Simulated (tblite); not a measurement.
[C17H19N2]+ (redox-flow and redox-shuttle molecule), SMILES C[n+]1c2ccccc2nc2cccc(C(C)(C)C)c21 at step 0 of a GFN2-xTB optimisation (tblite, gas phase), coordinates in Å:

```
  1 C     0.1675   -1.0541   -1.7867
  2 N     0.7383   -0.3920   -0.5946
  3 C     2.0577   -0.6737   -0.3018
  4 C     2.6229   -1.9345   -0.5314
  5 C     3.9705   -2.1658   -0.2443
  6 C     4.7525   -1.1287    0.2419
  7 C     4.1921    0.1323    0.4591
  8 C     2.8548    0.3791    0.2040
  9 N     2.3582    1.5990    0.3913
 10 C     1.0369    1.7897    0.2535
 11 C     0.5481    3.0653    0.4399
 12 C    -0.8081    3.3308    0.3193
 13 C    -1.7039    2.2842    0.1377
 14 C    -1.2630    0.9426    0.0301
 15 C    -2.3238   -0.1661    0.3083
 16 C    -3.4146    0.3235    1.3192
 17 C    -3.0705   -0.5825   -0.9694
 18 C    -1.7188   -1.4129    1.0123
 19 C     0.1395    0.7416   -0.0965
 20 H    -0.5665   -0.3888   -2.2469
 21 H    -0.2634   -2.0124   -1.5060
 22 H     0.9570   -1.1961   -2.5244
 23 H     2.0362   -2.7707   -0.8832
 24 H     4.4089   -3.1516   -0.4120
 25 H     5.8110   -1.2920    0.4628
 26 H     4.8122    0.9359    0.8456
 27 H     1.2388    3.8822    0.6681
 28 H    -1.1741    4.3520    0.4394
 29 H    -2.7588    2.5411    0.1326
 30 H    -2.9598    0.7420    2.2235
 31 H    -4.0688    1.0807    0.8747
 32 H    -4.0709   -0.4984    1.6239
 33 H    -3.4492    0.2903   -1.5143
 34 H    -3.9295   -1.2225   -0.7285
 35 H    -2.4507   -1.1574   -1.6625
 36 H    -1.0253   -1.9730    0.3910
 37 H    -1.1813   -1.1203    1.9206
 38 H    -2.5006   -2.1170    1.3023
```

Task: What are the forces on the atoms (eV/Å)?

Result: 
```
  1 C     0.16    0.34    0.62
  2 N     0.18   -0.05   -0.64
  3 C    -1.29   -0.62   -0.42
  4 C     0.75   -0.30   -0.05
  5 C    -0.96   -0.25   -0.38
  6 C     0.31    1.36    0.41
  7 C     2.07   -0.98    0.21
  8 C    -0.54    0.89    0.60
  9 N    -0.70   -0.24   -0.65
 10 C     1.63   -0.38    0.42
 11 C    -1.00    2.14    0.20
 12 C     0.98    0.37   -0.02
 13 C     0.21   -1.12    0.02
 14 C    -0.94    0.47    0.41
 15 C    -0.27   -0.42    0.33
 16 C     0.21    0.44   -0.27
 17 C    -0.15   -0.14   -0.38
 18 C     0.33    0.23   -0.14
 19 C    -0.67   -1.12   -0.23
 20 H    -0.04   -0.19    0.26
 21 H    -0.09   -0.01   -0.25
 22 H     0.09   -0.14    0.13
 23 H    -0.11    0.18   -0.03
 24 H    -0.27    0.37    0.12
 25 H    -0.48    0.08   -0.10
 26 H    -0.22   -0.14   -0.04
 27 H    -0.20   -0.49    0.04
 28 H     0.13   -0.41   -0.10
 29 H     0.25   -0.34    0.06
 30 H    -0.06   -0.09   -0.25
 31 H     0.20   -0.16    0.09
 32 H     0.37    0.10   -0.19
 33 H     0.10   -0.16    0.23
 34 H     0.28    0.28    0.07
 35 H    -0.10    0.13    0.20
 36 H    -0.01    0.07   -0.02
 37 H    -0.16    0.02   -0.17
 38 H     0.01    0.28   -0.10
```
